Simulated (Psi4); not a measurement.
A run for Psi4: SAPT0/jun-cc-pV(D+d)Z on C3H12Si (a complex), monomers drawn apart or pushed together.

```
memory 1800 MB

molecule dimer {
0 1
C     0.87883875    0.08670683    0.45526027
C    -0.51024346    0.68180204    0.24485405
H     1.55682397    0.36663610   -0.35335539
H     0.84171862   -1.00329362    0.49444022
H     1.32616653    0.43233309    1.38938324
H    -0.47748493    1.77313645    0.22720046
H    -1.19534105    0.38359377    1.04033541
H    -0.94294756    0.35026877   -0.70095558
--
0 1
C    -0.45211581    0.92623578    3.83054090
Si   -0.08825173   -0.91004209    3.70625643
H     0.06348386    1.36467505    4.68690846
H    -1.52223521    1.10159814    3.95525282
H    -0.12668865    1.45306417    2.93271309
H     1.36428982   -1.14678908    3.52557800
H    -0.80584763   -1.51259523    2.55737679
H    -0.52321774   -1.60694465    4.94180296
units angstrom
symmetry c1
no_reorient
no_com
}

set {
  basis jun-cc-pV(D+d)Z
  scf_type df
  freeze_core true
}

energy('sapt0')
```

It printed:

```
[...]
==> Input File <==

--------------------------------------------------------------------------
memory 1800 MB

molecule dimer {
0 1
C     0.87883875    0.08670683    0.45526027
C    -0.51024346    0.68180204    0.24485405
H     1.55682397    0.36663610   -0.35335539
H     0.84171862   -1.00329362    0.49444022
H     1.32616653    0.43233309    1.38938324
H    -0.47748493    1.77313645    0.22720046
H    -1.19534105    0.38359377    1.04033541
H    -0.94294756    0.35026877   -0.70095558
--
0 1
C    -0.45211581    0.92623578    3.83054090
Si   -0.08825173   -0.91004209    3.70625643
H     0.06348386    1.36467505    4.68690846
H    -1.52223521    1.10159814    3.95525282
H    -0.12668865    1.45306417    2.93271309
H     1.36428982   -1.14678908    3.52557800
H    -0.80584763   -1.51259523    2.55737679
H    -0.52321774   -1.60694465    4.94180296
units angstrom
symmetry c1
no_reorient
no_com
}

set {
  basis jun-cc-pV(D+d)Z
  scf_type df
  freeze_core true
}

energy('sapt0')
--------------------------------------------------------------------------


   => Loading Basis Set <=

    Name: JUN-CC-PV(D+D)Z
    Role: ORBITAL
    Keyword: BASIS
    atoms 1-2, 9     entry C          line   188 file jun-cc-pv_dpd_z.gbs
    atoms 3-8, 11-16 entry H          line    60 file jun-cc-pv_dpd_z.gbs
    atoms 10         entry SI         line   566 file jun-cc-pv_dpd_z.gbs

   => Loading Basis Set <=

    Name: JUN-CC-PV(D+D)Z
    Role: ORBITAL
    Keyword: BASIS
    atoms 1-2, 9     entry C          line   188 file jun-cc-pv_dpd_z.gbs
    atoms 3-8, 11-16 entry H          line    60 file jun-cc-pv_dpd_z.gbs
    atoms 10         entry SI         line   566 file jun-cc-pv_dpd_z.gbs


  //>>>>>>>>>>>>>>>>>>>>>>>>>>>>>>>>>>>//
  //              Dimer HF             //
  //<<<<<<<<<<<<<<<<<<<<<<<<<<<<<<<<<<<//

   => Libint2 <=

    Primary   basis highest AM E, G, H:  7, 6, 3
    Auxiliary basis highest AM E, G, H:  7, 7, 4
    Onebody   basis highest AM E, G, H:  -, -, -
    Solid Harmonics ordering:            Gaussian


   => Loading Basis Set <=

    Name: JUN-CC-PV(D+D)Z
    Role: ORBITAL
    Keyword: BASIS
    atoms 1-2, 9     entry C          line   188 file jun-cc-pv_dpd_z.gbs
    atoms 3-8, 11-16 entry H          line    60 file jun-cc-pv_dpd_z.gbs
    atoms 10         entry SI         line   566 file jun-cc-pv_dpd_z.gbs


         ---------------------------------------------------------
                                   SCF
               by Justin Turney, Rob Parrish, Andy Simmonett
                          and Daniel G. A. Smith
                              RHF Reference
                        1 Threads,   1716 MiB Core
         ---------------------------------------------------------

  ==> Geometry <==

    Molecular point group: c1
    Full point group: C1

    Geometry (in Angstrom), charge = 0, multiplicity = 1:

       Center              X                  Y                   Z               Mass
    ------------   -----------------  -----------------  -----------------  -----------------
         C            0.878838750000     0.086706830000     0.455260270000    12.000000000000
         C           -0.510243460000     0.681802040000     0.244854050000    12.000000000000
         H            1.556823970000     0.366636100000    -0.353355390000     1.007825032230
         H            0.841718620000    -1.003293620000     0.494440220000     1.007825032230
         H            1.326166530000     0.432333090000     1.389383240000     1.007825032230
         H           -0.477484930000     1.773136450000     0.227200460000     1.007825032230
         H           -1.195341050000     0.383593770000     1.040335410000     1.007825032230
         H           -0.942947560000     0.350268770000    -0.700955580000     1.007825032230
         C           -0.452115810000     0.926235780000     3.830540900000    12.000000000000
         SI          -0.088251730000    -0.910042090000     3.706256430000    27.976926534650
         H            0.063483860000     1.364675050000     4.686908460000     1.007825032230
         H           -1.522235210000     1.101598140000     3.955252820000     1.007825032230
         H           -0.126688650000     1.453064170000     2.932713090000     1.007825032230
         H            1.364289820000    -1.146789080000     3.525578000000     1.007825032230
         H           -0.805847630000    -1.512595230000     2.557376790000     1.007825032230
         H           -0.523217740000    -1.606944650000     4.941802960000     1.007825032230

  Running in c1 symmetry.

  Rotational constants: A =      0.21739  B =      0.02460  C =      0.02345 [cm^-1]
  Rotational constants: A =   6517.25387  B =    737.40745  C =    702.90658 [MHz]
  Nuclear repulsion =  171.759129897505147

  Charge       = 0
  Multiplicity = 1
  Electrons    = 44
  Nalpha       = 22
  Nbeta        = 22

  ==> Algorithm <==

  SCF Algorithm Type is DF.
  DIIS enabled.
  MOM disabled.
  Fractional occupat
[...]
   138A      5.186940   139A      5.192988
     140A     18.306186   141A     18.528940

    Final Occupation by Irrep:
              A
    DOCC [    13 ]
    NA   [    13 ]
    NB   [    13 ]

  @DF-RHF Final Energy:  -330.29965038694854

   => Energetics <=

    Nuclear Repulsion Energy =             62.8241228348508614
    One-Electron Energy =                -580.3544345478317155
    Two-Electron Energy =                 187.2306613260323331
    Total Energy =                       -330.2996503869485423

Computation Completed


Properties will be evaluated at   0.000000,   0.000000,   0.000000 [a0]

Properties computed using the SCF density matrix


 Multipole Moments:

 ------------------------------------------------------------------------------------
     Multipole            Electronic (a.u.)      Nuclear  (a.u.)        Total (a.u.)
 ------------------------------------------------------------------------------------

 L = 1.  Multiply by 2.5417464519 to convert [e a0] to [Debye]
 Dipole X            :         10.3349120          -10.3905356           -0.0556236
 Dipole Y            :         14.5101855          -14.2299518            0.2802338
 Dipole Z            :       -184.1739914          184.1924890            0.0184975
 Magnitude           :                                                    0.2862990

 ------------------------------------------------------------------------------------

  Constructing Basis Sets for SAPT...

   => Loading Basis Set <=

    Name: (JUN-CC-PV(D+D)Z AUX)
    Role: RIFIT
    Keyword: DF_BASIS_SAPT
    atoms 1-2, 9     entry C          line   100 file jun-cc-pvdz-ri.gbs
    atoms 3-8, 11-16 entry H          line    30 file jun-cc-pvdz-ri.gbs
    atoms 10         entry SI         line   376 file jun-cc-pvdz-ri.gbs

   => Loading Basis Set <=

    Name: (JUN-CC-PV(D+D)Z AUX)
    Role: JKFIT
    Keyword: DF_BASIS_ELST
    atoms 1-2, 9     entry C          line   146 file jun-cc-pvdz-jkfit.gbs
    atoms 3-8, 11-16 entry H          line    70 file jun-cc-pvdz-jkfit.gbs
    atoms 10         entry SI         line   506 file jun-cc-pvdz-jkfit.gbs


  //>>>>>>>>>>>>>>>>>>>>>>>>>>>>>>>>>>>//
  //               SAPT0               //
  //<<<<<<<<<<<<<<<<<<<<<<<<<<<<<<<<<<<//



        SAPT0
    Ed Hohenstein
     6 June 2009

      Orbital Information
  --------------------------
    NSO        =       141
    NMO        =       141
    NRI        =       448
    NRI (Elst) =       634
    NOCC A     =         9
    NOCC B     =        13
    FOCC A     =         2
    FOCC B     =         6
    NVIR A     =       132
    NVIR B     =       128

    Elst10,r            =    -0.003031460771 [Eh]
    Exch10              =     0.009753337958 [Eh]
    Exch10 (S^2)        =     0.009712789108 [Eh]

    Maxiter = 50
    CPHF R converge = 1.000000E-08

    Iter     Energy [mEh]          dE [mEh]         Residual      Time [s]
       1      -0.74465706       0.744657060     3.826410e-03             0
       2      -0.91588171       0.171224652     6.501974e-04             0
       3      -0.91755770       0.001675991     1.537102e-04             0
       4      -0.91562274      -0.001934962     2.896003e-05             0
       5      -0.91579597       0.000173225     8.109260e-06             0
       6      -0.91584260       0.000046631     1.444059e-06             0
       7      -0.91583395      -0.000008649     2.632938e-07             0
       8      -0.91583416       0.000000217     6.665983e-08             0
       9      -0.91583435       0.000000185     1.692112e-08             0
      10      -0.91583436       0.000000008     2.976424e-09             0

    CHF Iterations converged

    Maxiter = 50
    CPHF R converge = 1.000000E-08

    Iter     Energy [mEh]          dE [mEh]         Residual      Time [s]
       1      -0.72629026       0.726290260     3.546025e-03             0
       2      -0.89651262       0.170222364     4.522801e-04             0
       3      -0.89413401      -0.002378613     1.453164e-04             0
       4      -0.89308584      -0.001048175     3.294816e-05             0
       5      -0.89331168       0.000225840     6.171460e-06             0
       6      -0.89330990      -0.000001775     1.489906e-06             1
       7      -0.89330376      -0.000006143     3.007478e-07             1
       8      -0.89330449       0.000000735     7.277285e-08             1
       9      -0.89330458       0.000000091     1.130106e-08             1
      10      -0.89330455      -0.000000034     2.019620e-09             1

    CHF Iterations converged

    Ind20,r (A<-B)      =    -0.000915834358 [Eh]
    Ind20,r (B<-A)      =    -0.000893304550 [Eh]
    Ind20,r             =    -0.001809138908 [Eh]
    Exch-Ind20,r (A<-B) =     0.000720050497 [Eh]
    Exch-Ind20,r (B<-A) =     0.000833081324 [Eh]
    Exch-Ind20,r        =     0.001553131822 [Eh]
    Disp20              =    -0.005992643588 [Eh]
    Disp20 (SS)         =    -0.002996321794 [Eh]
    Disp20 (OS)         =    -0.002996321794 [Eh]
    Exch-Disp20         =     0.000673099161 [Eh]
    Exch-Disp20 (SS)    =     0.000378687152 [Eh]
    Exch-Disp20 (OS)    =     0.000294412009 [Eh]

    SAPT Results
  --------------------------------------------------------------------------------------------------------
    Electrostatics                 -3.03146077 [mEh]      -1.90227035 [kcal/mol]      -7.95909916 [kJ/mol]
      Elst10,r                     -3.03146077 [mEh]      -1.90227035 [kcal/mol]      -7.95909916 [kJ/mol]

    Exchange                        9.75333796 [mEh]       6.12031197 [kcal/mol]      25.60738528 [kJ/mol]
      Exch10                        9.75333796 [mEh]       6.12031197 [kcal/mol]      25.60738528 [kJ/mol]
      Exch10(S^2)                   9.71278911 [mEh]       6.09486718 [kcal/mol]      25.50092429 [kJ/mol]

    Induction                      -0.80870112 [mEh]      -0.50746761 [kcal/mol]      -2.12324450 [kJ/mol]
      Ind20,r                      -1.80913891 [mEh]      -1.13525180 [kcal/mol]      -4.74989355 [kJ/mol]
      Exch-Ind20,r                  1.55313182 [mEh]       0.97460493 [kcal/mol]       4.07774704 [kJ/mol]
      delta HF,r (2)               -0.55269403 [mEh]      -0.34682074 [kcal/mol]      -1.45109798 [kJ/mol]

    Dispersion                     -5.31954443 [mEh]      -3.33806452 [kcal/mol]     -13.96646197 [kJ/mol]
      Disp20                       -5.99264359 [mEh]      -3.76044062 [kcal/mol]     -15.73368357 [kJ/mol]
      Exch-Disp20                   0.67309916 [mEh]       0.42237610 [kcal/mol]       1.76722160 [kJ/mol]
      Disp20 (SS)                  -2.99632179 [mEh]      -1.88022031 [kcal/mol]      -7.86684179 [kJ/mol]
      Disp20 (OS)                  -2.99632179 [mEh]      -1.88022031 [kcal/mol]      -7.86684179 [kJ/mol]
      Exch-Disp20 (SS)              0.37868715 [mEh]       0.23762978 [kcal/mol]       0.99424298 [kJ/mol]
      Exch-Disp20 (OS)              0.29441201 [mEh]       0.18474632 [kcal/mol]       0.77297862 [kJ/mol]

  Total HF                          5.91317607 [mEh]       3.71057400 [kcal/mol]      15.52504163 [kJ/mol]
  Total SAPT0                       0.59363164 [mEh]       0.37250948 [kcal/mol]       1.55857966 [kJ/mol]

  Special recipe for scaled SAPT0 (see Manual):
    Electrostatics sSAPT0          -3.03146077 [mEh]      -1.90227035 [kcal/mol]      -7.95909916 [kJ/mol]
    Exchange sSAPT0                 9.75333796 [mEh]       6.12031197 [kcal/mol]      25.60738528 [kJ/mol]
    Induction sSAPT0               -0.78916780 [mEh]      -0.49521027 [kcal/mol]      -2.07195978 [kJ/mol]
    Dispersion sSAPT0              -5.31107904 [mEh]      -3.33275241 [kcal/mol]     -13.94423610 [kJ/mol]
  Total sSAPT0                      0.62163034 [mEh]       0.39007893 [kcal/mol]       1.63209024 [kJ/mol]
  --------------------------------------------------------------------------------------------------------



*** Psi4 exiting successfully. Buy a developer a beer!
```

The run finished.

Cost: about 8 core-seconds (a rough figure).
